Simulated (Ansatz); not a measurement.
Diatomic TcH, multiplicity 7 (an upper state: multiplicity 5 came lower at CCSD(T)/def2-TZVPP on PBE0 minima). No spin–orbit coupling.

Constants: fifth-degree fit in 1/R to seven points, most abundant isotopes. In def2 and cc sets the state is the lowest found near the PBE0 minimum, followed along R.

The values were computed with Ansatz (a first-principles code) with Gaussian orbitals. Values without a source in brackets are computed. In def2 rows elements past Kr take small-core potentials, without spin–orbit coupling.

```json
[
 {"level": "PBE/def2-TZVPP", "r_e (Å)": "1.795", "ω_e (cm⁻¹)": "1518", "α_e (cm⁻¹)": "0.16", "B_e (cm⁻¹)": "5.24", "dipole (D)": "0.29"},
 {"level": "PBE0/def2-TZVPP", "r_e (Å)": "1.792", "ω_e (cm⁻¹)": "1559", "α_e (cm⁻¹)": "0.14", "B_e (cm⁻¹)": "5.27", "dipole (D)": "0.43"},
 {"level": "wB97X-V/def2-TZVPP", "r_e (Å)": "1.794", "ω_e (cm⁻¹)": "1582", "α_e (cm⁻¹)": "0.13", "B_e (cm⁻¹)": "5.25", "dipole (D)": "0.45"},
 {"level": "CCSD/def2-TZVPP", "r_e (Å)": "1.800", "ω_e (cm⁻¹)": "1577", "α_e (cm⁻¹)": "0.13", "B_e (cm⁻¹)": "5.22", "dipole (D)": "-"},
 {"level": "CCSD(T)/def2-TZVPP", "r_e (Å)": "1.797", "ω_e (cm⁻¹)": "1576", "α_e (cm⁻¹)": "0.14", "B_e (cm⁻¹)": "5.23", "dipole (D)": "-"}
]
```

Correlated levels freeze the inner cores; with def2 sets outer-core shells near the valence are correlated too.
